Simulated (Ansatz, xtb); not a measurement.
A geometry optimisation of CHBFOZn with r2SCAN-D4/def2-SVP

The starting geometry of this gas-phase doublet was built from a drawn formula by distance geometry; its bonds are those of `O=C[B][Zn][F]`.

| atom | x (Å) | y (Å) | z (Å) |
| --- | --- | --- | --- |
| C | -1.4187 | 0.6083 | 0.4804 |
| B | -1.6690 | -0.6389 | -0.4641 |
| F | 1.2701 | -2.2541 | -1.7875 |
| O | -0.8992 | 1.6421 | 0.0663 |
| Zn | -0.4042 | -1.5381 | -1.5493 |
| H | -1.7014 | 0.5539 | 1.4979 |

Where would you expect an optimisation with r2SCAN-D4/def2-SVP to take it?

It rearranges to `[F][Zn][B]1[CH]O1`. Distances that change by over a tenth: C1–O4 (1.23 → 1.43 Å). Contacts that close: B2–O4 (2.47 → 1.42 Å).

The energy falls by 1.45 eV over 15 steps:

```json
{"step": "1", "E − E(last) (eV)": "1.451"}
{"step": "3", "E − E(last) (eV)": "0.816"}
{"step": "4", "E − E(last) (eV)": "0.613"}
{"step": "6", "E − E(last) (eV)": "0.447"}
{"step": "7", "E − E(last) (eV)": "0.255"}
{"step": "9", "E − E(last) (eV)": "0.066"}
{"step": "10", "E − E(last) (eV)": "0.031"}
{"step": "12", "E − E(last) (eV)": "0.008"}
{"step": "13", "E − E(last) (eV)": "0.001"}
{"step": "15", "E − E(last) (eV)": "0.000"}
```

Final geometry (Å):

| atom | x (Å) | y (Å) | z (Å) |
| --- | --- | --- | --- |
| C | -1.6859 | 0.4526 | 0.7743 |
| B | -0.8449 | -0.1186 | -0.2452 |
| F | 0.9046 | -2.6431 | -2.3480 |
| O | -0.9615 | 1.2953 | -0.1200 |
| Zn | 0.0951 | -1.4516 | -1.3756 |
| H | -2.3299 | 0.8390 | 1.5581 |

From the same start GFN2-xTB reaches the same bonding as this run.

The end wasn't checked by frequencies. Open shells are spin-unrestricted. Run with Ansatz 0.2.0, 47 s on 2 threads of Intel(R) Xeon(R) 6975P-C (Granite Rapids) (shared host).
